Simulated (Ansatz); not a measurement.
Species: sum formula SiCl3F, charge 0, multiplicity 1. 
Coordinates optimised at B3LYP-D3(BJ)/def2-TZVP (Ansatz, a first-principles code):
```xyz
5

Si    -0.0053    -0.0172     0.2458
F     -0.0394    -0.1275     1.8223
Cl     1.7954    -0.6816    -0.4000
Cl    -0.2722     1.9249    -0.2624
Cl    -1.4979    -1.1616    -0.5048
```

Dipole moments at this geometry, in debye (magnitudes).

| level | program | dipole (D) |
|---|---|---|
| BLYP/def2-TZVPD | Ansatz | 0.52 |
| B97M-V/def2-TZVPD | Ansatz | ___ |
| B3LYP/def2-TZVPD | Ansatz | 0.55 |
| CAM-B3LYP/def2-TZVPD | Ansatz | 0.55 |
| wB97X-V/def2-TZVPD | Ansatz | 0.52 |
| CCSD(T)/aug-cc-pV(D+d)Z | Ansatz | ___ |

Some entries are withheld; supply them.


- B97M-V/def2-TZVPD, dipole (D): 0.52
- CCSD(T)/aug-cc-pV(D+d)Z, dipole (D): 0.55
